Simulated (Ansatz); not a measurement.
Two structures of BH$_{4}$ClO$_{3}$, singlet, reached by relaxing down either side of one saddle point (PBE0-D4/def2-TZVP). Energies are electronic, without zero-point energy. Computed with Ansatz 0.2.0 (basis: def2-TZVPP and def2-QZVPP); correlated methods freeze the cores. Extrapolation: Hartree–Fock as exp(−7.88 √X), correlation as X^−2.97. First:

```
9
angstrom
B -0.5215 0.0148 -0.9128
Cl 0.9720 -0.7568 -1.4617
O -1.3396 0.6692 -1.7674
O -0.8247 -0.0746 0.4041
H 2.1628 -0.6203 1.7730
O 1.5144 -0.1175 2.2700
H -1.0319 0.6747 -2.6765
H -1.6414 0.3821 0.6288
H 0.7099 -0.1717 1.7423
```

Second:

B1  (-0.629, 0.203, 0.241)
Cl2  (2.495, -0.738, -1.460)
O3  (-0.688, 0.407, -1.099)
O4  (-1.688, 0.489, 1.048)
H5  (1.874, -0.659, -0.316)
O6  (0.516, -0.303, 0.823)
H7  (0.118, 0.169, -1.570)
H8  (-2.438, 0.836, 0.559)
H9  (0.440, -0.404, 1.774)
(Å)

Q: Which bonds change from the first to the second?

A: BH₂ClO₂ ([OH][B]([OH])[Cl]) + H₂O → BH₃O₃ ([OH][B]([OH])[OH]) + HCl; bonds formed: B1–O6, Cl2–H5; bonds broken: B1–Cl2, H5–O6.

Q: Give the saddle point's structure and its height above each. (An estimate is asked for; the value comes from the calculation.)

A: Computed: 17.17 kcal/mol above the first and 28.36 kcal/mol above the second (CCSD(T) at an estimated basis limit (MP2 extrapolated from triple and quadruple zeta, plus CCSD(T) − MP2 in triple zeta)).
```xyz
9
angstrom
B -0.3203 0.1660 -0.0351
Cl 1.0066 -1.5023 -1.0492
O -0.5551 1.0343 -1.0484
O -1.3030 -0.3657 0.7341
H 1.4302 -0.4439 0.2583
O 0.9454 0.3462 0.8078
H 0.1772 1.1284 -1.6611
H -2.1498 -0.4042 0.2838
H 0.7690 0.0412 1.7096
```

T1 diagnostic: at most 0.012.

The step is the kind of ligand exchange by which a precursor binds to a hydroxyl group, or is hydrolysed, in atomic layer deposition of oxides.

Labels in which every atom is bracketed show which atoms are joined, not bond orders.

For scale, one of the runs: CCSD(T)/def2-TZVPP, 222 basis functions, launched by `ansatz run in.yaml --threads 4 --pin off --events-out ev --progress --plain --max-ram 9574MiB`. The run took 120 s on 4 CPU threads of an Arm Neoverse V1 (shared host), with 3.7 GiB of host memory at its peak.
